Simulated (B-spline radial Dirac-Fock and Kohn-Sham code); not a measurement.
Binding energies of Os⁺ in different valence configurations

Method: Dirac-Fock (average of configuration) total-energy differences with a finite nucleus, the Breit interaction including its frequency dependence, and self-energy and vacuum-polarisation corrections. Computed with a radial B-spline solver. The model has no electron correlation.

Reference: the tabulated ground configuration [Xe] 4f14 5d6 6s1, with 1s 73886.8 eV, 2p1/2 12405.7 eV, 3s 3077.1 eV, 4p3/2 494.5 eV, 4d5/2 299.9 eV, 4f5/2 70.28 eV, Kα1 62995.0 eV, Kβ1 71404.4 eV, Lα1 8911.1 eV, Lβ2 10591.9 eV.

Q: One of these configurations gives the following shifts from the reference, in eV: average energy -0.38, 1s -3.49, 2p1/2 -3.66, 3s -3.65, 4p3/2 -3.62, 4d5/2 -3.59, 4f5/2 -3.57, Kα1 +0.18, Kβ1 +0.14, Lα1 -0.04, Lβ2 -0.08. Which?
A. [Xe] 4f14 5d6 6p1
B. [Xe] 4f14 5d5 6s2
C. [Xe] 4f14 5d7
D. [Xe] 4f14 5d5 6s1 6p1

A: C. The others give [Xe] 4f14 5d5 6s2: 1s +3.83; [Xe] 4f14 5d5 6s1 6p1: 1s +5.31; [Xe] 4f14 5d6 6p1: 1s +1.68.
